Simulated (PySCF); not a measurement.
**TDDFT excited states: CH4AsNSi**

CH4AsNSi.
SMILES: `N#C[SiH2][AsH2]`

Computed with PySCF 2.14.0, density-fitted response routines, TDDFT wB97X-D/def2-SVPD, vertical, gas phase, core orbitals frozen in the response. One conformer (not necessarily the lowest) at the PBE0-D3(BJ)/def2-SVP geometry, without solvent, vibrations or thermal averaging. The wB97X-D/def2-SVPD calculation is non-relativistic and has no spin–orbit coupling, an omission that weighs most on arsenic. Torsions of this conformer, `[N:1]#[C:2][SiH2:3][AsH2:4]`: H–As4–Si3–C2 75°, H–As4–Si3–C2 168°.

```tsv
state	E (eV)	E (hartree)	f	main configurations (H = HOMO, L = LUMO)
S1	6.46	0.2376	0.127	H→L (74%), H→L+3 (9%), H→L+1 (8%)
S2	6.68	0.2455	0.055	H→L+3 (78%), H→L+1 (8%)
S3	6.71	0.2468	0.057	H→L+1 (48%), H-1→L+1 (9%), H-1→L+2 (8%)
S4	6.86	0.2520	0.063	H→L+2 (64%), H→L+1 (10%)
S5	7.09	0.2607	0.019	H-2→L (51%)
S6	7.25	0.2665	0.039	H-1→L (30%), H-2→L+2 (14%), H-2→L+1 (13%)
S7	7.42	0.2726	0.0015	H-1→L+1 (22%), H→L+2 (14%), H→L+4 (9%)
S8	7.46	0.2743	0.026	H→L+4 (77%)
S9	7.93	0.2915	0.180	H-1→L (24%), H-1→L+1 (14%), H-1→L+2 (12%)
S10	8.04	0.2953	0.066	H-3→L (37%), H-1→L+1 (18%), H-1→L+2 (16%)
```

Triplets, Tamm–Dancoff:

| state | E (eV) | λ (nm) | main configurations (H = HOMO, L = LUMO) |
| --- | --- | --- | --- |
| T1 | 5.50 | 225.4 | H→L (63%), H→L+1 (10%) |
| T2 | 5.79 | 214.0 | H→L+1 (18%), H-2→L+1 (12%), H-1→L (12%) |
| T3 | 5.92 | 209.3 | H→L+3 (66%) |
| T4 | 6.25 | 198.5 | H→L+1 (26%), H→L (12%), H-2→L+2 (8%) |

The lowest singlet lies at 6.46 eV (192 nm, vacuum ultraviolet) and is of moderate strength; its leading configuration is HOMO→LUMO (74%). The strongest level in the table is S9 at 7.93 eV (156 nm, f = 0.180). Löwdin shares by element: HOMO arsenic 63%, silicon 16%, hydrogen 12% or more; LUMO arsenic 27%, silicon 22%, carbon 19%, nitrogen 17%. The oscillator strengths of these states sum to 0.634; summed over the whole spectrum of an exact calculation they would give the number of electrons, 64 (Thomas–Reiche–Kuhn). Orbital energies (eV): HOMO-3 -12.31, HOMO-2 -11.75, HOMO-1 -11.18, HOMO -9.93, LUMO 0.71, LUMO+1 1.07, LUMO+2 1.27. Of the 10 states listed, 9 reach f = 0.01 and none stays under 0.0005. All these states lie below the vertical ionisation energy of 10.32 eV (ΔSCF). The window holds the lowest 10 singlets.
